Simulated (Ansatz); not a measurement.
Start from `O=C[SiH](O)O` and change one atom or group to get `O[SiH](O)[O][AlH2]`.

Ansatz, PBE0-D4/def2-TZVP geometries, multiplicity 1. Each molecule was computed in one conformer, which needn't be the lowest.

```json
{"property": "HOMO energy (PBE0/def2-TZVPP) / eV", "`O=C[SiH](O)O`": "-7.26"}
{"property": "HOMO–LUMO gap (PBE0/def2-TZVPP) / eV", "`O=C[SiH](O)O`": "5.34"}
{"property": "HOMO–LUMO gap (ωB97M-V/def2-TZVPP) / eV", "`O=C[SiH](O)O`": "9.93"}
{"property": "size of the dipole moment (PBE/def2-TZVPP) / D", "`O=C[SiH](O)O`": "1.22"}
{"property": "LUMO energy (PBE0/def2-TZVPP) / eV", "`O=C[SiH](O)O`": "-1.92"}
{"property": "HOMO energy (ωB97M-V/def2-TZVPP) / eV", "`O=C[SiH](O)O`": "-9.57"}
```

What does the change do to each property? (Estimate.)

The calculation gave: 
```tsv
property	`O[SiH](O)[O][AlH2]`	shift
HOMO energy (PBE0/def2-TZVPP) / eV	-8.38	-1.12
HOMO–LUMO gap (PBE0/def2-TZVPP) / eV	7.18	1.84
HOMO–LUMO gap (ωB97M-V/def2-TZVPP) / eV	11.01	1.08
size of the dipole moment (PBE/def2-TZVPP) / D	1.68	0.46
LUMO energy (PBE0/def2-TZVPP) / eV	-1.19	0.73
HOMO energy (ωB97M-V/def2-TZVPP) / eV	-10.62	-1.05
```

With PBE0 the HOMO falls by 1.12 eV and the LUMO rises by 0.73 eV, so the gap widens by about 1.85 eV. PBE moves the HOMO by -1.24 eV and ωB97M-V by -1.05 eV. Dipoles are sizes alone; their direction can turn.
